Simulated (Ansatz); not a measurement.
Relaxation of Zn₂S⁺ with UKS r2SCAN-D4/def2-TZVP.

```sh
$ ansatz run in.yaml --threads 4 --pin off --events-out ev --progress --plain --max-ram 3916MiB
```

```yaml
crystal:
  periodic: [false, false, false]
  atoms:
    - {symbol: Zn, position_ang: [1.626480, 0.152970, 0.301480]}
    - {symbol: Zn, position_ang: [-1.285320, 0.465190, 0.603200]}
    - {symbol: S, position_ang: [-0.341150, -0.618160, -0.904670]}
basis:
  gaussian: {orbitals: def2-TZVP}
total_charge: 1
magnetization: {spin_polarized: true, initial_magnetization: 1}
hamiltonian: {xc: r2scan, dispersion: d4}
scf: {lower_state_search: "off"}
output: {orbitals: {seedname: orbitals}}
relax: {f_tol: 0.02, max_steps: 100}
```

Hardware: 4 threads of Arm Neoverse V1 on a shared host. Wall time 33 s.

Positions (Å) and forces (eV/Å) at steps 1, 2, 3, 4, 5, 6, 7, 8, 9, 10 of 10:

```xyz
3
step=1 energy=-107666.1194 eV
Zn    1.626    0.153    0.301   -0.765   -0.325   -0.505
Zn   -1.285    0.465    0.603   -0.333    0.330    0.456
S    -0.341   -0.618   -0.905    1.098   -0.005    0.049
3
step=2 energy=-107666.2393 eV
Zn    1.584    0.132    0.269   -0.545   -0.232   -0.361
Zn   -1.302    0.476    0.618   -0.222    0.207    0.286
S    -0.282   -0.608   -0.887    0.768    0.025    0.075
3
step=3 energy=-107666.2467 eV
Zn    1.502    0.087    0.200    1.060    0.383    0.604
Zn   -1.338    0.495    0.643   -0.203    0.127    0.172
S    -0.164   -0.581   -0.843   -0.857   -0.510   -0.776
3
step=4 energy=-107666.3091 eV
Zn    1.578    0.096    0.217   -0.067   -0.055   -0.082
Zn   -1.371    0.494    0.640   -0.011   -0.034   -0.050
S    -0.207   -0.590   -0.857    0.078    0.089    0.132
3
step=5 energy=-107666.3129 eV
Zn    1.594    0.088    0.207    0.000   -0.038   -0.054
Zn   -1.392    0.492    0.637   -0.041   -0.020   -0.031
S    -0.202   -0.580   -0.843    0.041    0.058    0.085
3
step=6 energy=-107666.3186 eV
Zn    1.624    0.078    0.193    0.012   -0.044   -0.062
Zn   -1.426    0.491    0.633   -0.049   -0.029   -0.044
S    -0.197   -0.568   -0.826    0.037    0.072    0.105
3
step=7 energy=-107666.3555 eV
Zn    1.756    0.029    0.130   -0.038   -0.062   -0.091
Zn   -1.582    0.483    0.613    0.023   -0.087   -0.123
S    -0.174   -0.511   -0.743    0.015    0.149    0.214
3
step=8 energy=-107666.3602 eV
Zn    1.923   -0.033    0.049   -0.403   -0.058   -0.103
Zn   -1.767    0.463    0.576    0.240   -0.108   -0.143
S    -0.156   -0.430   -0.625    0.164    0.166    0.247
3
step=9 energy=-107666.3751 eV
Zn    1.866   -0.026    0.057    0.055    0.016    0.026
Zn   -1.716    0.460    0.574   -0.040    0.029    0.040
S    -0.150   -0.434   -0.631   -0.016   -0.046   -0.067
3
step=10 energy=-107666.3756 eV
Zn    1.861   -0.020    0.064   -0.006   -0.002   -0.003
Zn   -1.707    0.463    0.579    0.004   -0.003   -0.004
S    -0.153   -0.443   -0.644    0.001    0.005    0.007
```

The structure comes from a short search, and lower isomers may exist.
